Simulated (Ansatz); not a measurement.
`[F][Ge]([F])([Cl])[Cl]` and `[F][Ge]([F])([F])[Cl]` differ in one atom or group.

Ansatz, PBE0-D4/def2-TZVP geometries, multiplicity 1. 

Scalar relativity is left out up to krypton.

| property | `[F][Ge]([F])([Cl])[Cl]` |
| --- | --- |
| LUMO energy (B3LYP/def2-TZVPP) / eV | -2.24 |
| HOMO–LUMO gap (B3LYP/def2-TZVPP) / eV | 7.60 |
| LUMO energy (PBE0/def2-TZVPP) / eV | -1.89 |
| size of the dipole moment (ωB97M-V/def2-TZVPP) / D | 1.23 |
| LUMO energy (ωB97M-V/def2-TZVPP) / eV | 0.27 |
| HOMO–LUMO gap (PBE/def2-TZVPP) / eV | 5.70 |

**Question.** What does the change do to each property? (Estimate.)

**Answer.** Ansatz gave: 
| property | `[F][Ge]([F])([F])[Cl]` | shift |
| --- | --- | --- |
| LUMO energy (B3LYP/def2-TZVPP) / eV | -2.16 | 0.08 |
| HOMO–LUMO gap (B3LYP/def2-TZVPP) / eV | 8.20 | 0.60 |
| LUMO energy (PBE0/def2-TZVPP) / eV | -1.77 | 0.12 |
| size of the dipole moment (ωB97M-V/def2-TZVPP) / D | 1.24 | 0.01 |
| LUMO energy (ωB97M-V/def2-TZVPP) / eV | 0.41 | 0.14 |
| HOMO–LUMO gap (PBE/def2-TZVPP) / eV | 6.23 | 0.53 |

With PBE0 the HOMO falls by 0.52 eV and the LUMO rises by 0.12 eV, so the gap widens by about 0.64 eV. PBE moves the HOMO by -0.45 eV and ωB97M-V by -0.56 eV. Dipoles are sizes alone; their direction can turn.

B3LYP here is the variant with VWN-RPA as its local correlation; programs differ in this.
